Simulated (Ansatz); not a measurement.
`[OH][In]([OH])[OH]` + H₂O → `[OH][In-]([OH])([OH])[OH2+]`  (adduct formation)

Program: Ansatz. Geometries: PBE0-D4/def2-TZVP. ΔE: electronic, gas phase. CCSD(T)/CBS adds triple-zeta CCSD(T) − MP2 to the extrapolated MP2 energy (def2 sets, frozen cores). This one scheme is used for every species. DFT in def2-TZVPP. B3LYP here is the variant with VWN-RPA as its local correlation; programs differ in this. def2 core potentials past Kr. For In outer-core shells are correlated without core-valence functions, which leaves a few kJ/mol of doubt a bond. One conformer a species, not always the lowest.

```
             level  ΔE (kcal/mol)
         r2SCAN-D4          -17.6
            B97M-V          -16.8
          B3LYP-D4          -15.3
        r2SCAN0-D4          -18.0
              BLYP          -11.1
         CAM-B3LYP          -15.8
SCS-MP2/def2-QZVPP          -15.8
    CCSD/CBS(def2)          -16.7
```

Question: What does CCSD(T)/CBS give? (Best estimate.)

Answer: The calculation gave: -17.2 kcal/mol. The listed levels differ from it by -0.4, 0.4, 1.9, -0.8, 6.1, 1.4, 1.4, 0.5 kcal/mol.

Largest T1 diagnostic among the species: 0.017.

At CCSD(T), def2-SVP lies −4.5 kcal/mol from the extrapolated value and def2-TZVPP +0.6 kcal/mol. In def2-TZVPP, CCSD(T) changes the Hartree–Fock value by −3.3 kcal/mol (the triples alone add −0.5 kcal/mol) and MP2 by −3.6 kcal/mol.
